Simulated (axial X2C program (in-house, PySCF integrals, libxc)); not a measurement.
**Working with the constants of NaSr**

A bond curve at the PBE0 level, two-component, was computed with an in-house all-electron X2C program for linear molecules (integrals from PySCF) (basis Sr dyall-v4z [13s14p9d4f3g], Na dyall-v4z [11s10p6d4f2g] (cores contracted in-house)) for the state Ω = 1/2 (⟨Sz⟩ = 0.50, ⟨Lz⟩ = 0.00 at PBE0). Its fit gives Re = 3.8578 Å, ωe = 93.4 cm⁻¹, ωexe = 0.869 cm⁻¹ and αe = 5.796e-04 cm⁻¹; the masses are 87.9056 and 22.9898 u. Two-component means X2C with spin–orbit coupling and atomic mean-field Coulomb and Gaunt terms.

(1) Find the reduced mass, Be and the force constant.

(2) Estimate De from a Morse curve and compare with the computed well depth of 0.277 eV to Sr + Na.

(3) A Morse curve ties αe to the other constants (Pekeris). How well does that hold?

(4) Estimate the centrifugal constant by the Kratzer relation.

(5) Where do the fundamental and the first overtone lie?

The state is one determinant whose occupation by symmetry is held fixed; it was picked as the lowest of a PBE0 search that is not exhaustive. Dissociation energies refer to the lowest single-determinant-based atoms at the same level and basis. Density functionals use the spin component along the axis (collinear). The levels of this run spread widely (ωe from 75 to 93 cm⁻¹), so these constants depend on the method.

## Answers

(1) From the PBE0 values: μ = 18.2238 u. Be = 16.8576/(μ Re²) = 0.06216 cm⁻¹. k = 5.8918×10⁻⁷ μ ωe² = 0.0937 mdyn/Å.

(2) De(Morse) = ωe²/(4ωexe) = 0.311 eV against 0.277 eV computed, a ratio of 1.12. For De the Morse form works well here.

(3) αe(Morse) = 6Be²/ωe × (√(ωexe/Be) − 1) = 6.798e-04 cm⁻¹; the PBE0 curve gives 5.796e-04 cm⁻¹, a ratio of 1.17.

(4) D = 4Be³/ωe² = 1.10e-07 cm⁻¹.

(5) ν(1←0) = ωe − 2ωexe = 91.7 cm⁻¹; ν(2←0) = 2ωe − 6ωexe = 181.6 cm⁻¹.
